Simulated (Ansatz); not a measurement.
Reactions of CH$_{8}$BGaSi, SMILES `[BH2][GaH][SiH2]C`.

Calculated with Ansatz (gas phase, PBE0-D4/def2-TZVP geometries, no zero-point term in ΔE). CCSD(T)/CBS adds triple-zeta CCSD(T) − MP2 to the extrapolated MP2 energy (def2 sets, frozen cores). This one scheme is used for every species. Functionals use def2-TZVPP. def2 core potentials past Kr. For Ga, Hf, Se outer-core shells are correlated without core-valence functions, which leaves a few kJ/mol of doubt a bond. Scalar relativity is left out up to krypton. One conformer a species, not always the lowest.

```tsv
reaction	r2SCAN-D4 (kJ/mol)	B2PLYP (kJ/mol)	HF/CBS(def2) (kJ/mol)	ωB97M-V (kJ/mol)	CCSD(T)/CBS(def2) (kJ/mol)
`[BH2][GaH][SiH2]C` + `N[PH][AlH2]` → `C[SiH2]N[PH][AlH2]` + `[BH2][GaH2]`	-36	-41	-57	-44	-40
`[BH2][GaH][SiH2]C` + `[Cl][Hf]([Cl])([Cl])[SeH]` → `C[Se][Hf]([Cl])([Cl])[Cl]` + `[BH2][GaH][SiH3]`	44	42	50	44	41
`[BH2][GaH][SiH2]C` + CH₄ → `[BH2][GaH][CH3]` + `C[SiH3]`	40	31	23	31	32
`[BH2][GaH][SiH2]C` + CH₃OH → `CO[SiH2]C` + `[BH2][GaH2]`	-73	-80	-103	-81	-74
`[BH2][GaH][SiH2]C` + `[AlH2][SiH3]` → `C[SiH2][SiH2][AlH2]` + `[BH2][GaH2]`	6	11	9	7	9
`[BH2][GaH][SiH2]C` + `CNC` → `C[SiH2]N(C)C` + `[BH2][GaH2]`	-26	-30	-41	-35	-29
`[BH2][GaH][SiH2]C` + `CBN` → `CBN[SiH2]C` + `[BH2][GaH2]`	-20	-25	-43	-30	-25
`[BH2][GaH][SiH2]C` + `C[SiH2]O` → `BO[SiH2]C` + `C[SiH2][GaH2]`	-148	-156	-171	-156	-147
`[BH2][GaH][SiH2]C` + `C1N[SiH2]1` → `BN1C[SiH2]1` + `C[SiH2][GaH2]`	-152	-159	-165	-158	-149
`[BH2][GaH][SiH2]C` + CH₃SH → `BSC` + `C[SiH2][GaH2]`	-121	-119	-112	-120	-113
```

Largest T1 diagnostic: 0.014, for `[BH2][GaH][SiH3]`.
